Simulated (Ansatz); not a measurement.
Program: Ansatz. Geometries: PBE0-D4/def2-TZVP. ΔE: electronic, gas phase. CCSD(T)/CBS is the MP2 limit (def2-TZVPP, def2-QZVPP) plus CCSD(T) − MP2 in def2-TZVPP, frozen cores. Functionals use def2-TZVPP. For Mg outer-core shells are correlated without core-valence functions, which leaves a few kJ/mol of doubt a bond. Each species was taken in one conformer, which may not be the lowest.

Reaction (ligand exchange at the Si–C bond): `[SiH3]C[SiH](Cl)Cl` + `[CH3][Mg][OH]` → `[CH3][Mg][O][SiH3]` + `C[SiH](Cl)Cl`

CCSD(T)/CBS gives -1.26 eV.

Another level gave -1.17 eV. Which?
A. PBE/def2-TZVPP
B. r2SCANh/def2-TZVPP
C. BHLYP/def2-TZVPP
D. ωB97M-V/def2-TZVPP

A. PBE -1.17, r2SCANh -1.27, ωB97M-V -1.22, BHLYP -1.40 eV.

Largest T1 diagnostic among the species: 0.010.

From BLYP to BHLYP (50 % exact exchange), in def2-TZVPP and without D4, ΔE moves by −0.08 eV. The D4 term adds +0.08 eV with B3LYP and +0.05 eV with PBE0; it sums over pairs of atoms, weighted by their polarisabilities, and B3LYP, whose exchange is more repulsive, gets the larger term. Leaving LDA and LC-ωPBE aside and taking each functional with its dispersion term where it has one, the values, not all of them listed here, spread over 0.22 eV, from B97M-V to revPBE-D4. LDA lies +0.07 eV from PBE without D4.

B3LYP here is the variant with VWN-RPA as its local correlation; programs differ in this.
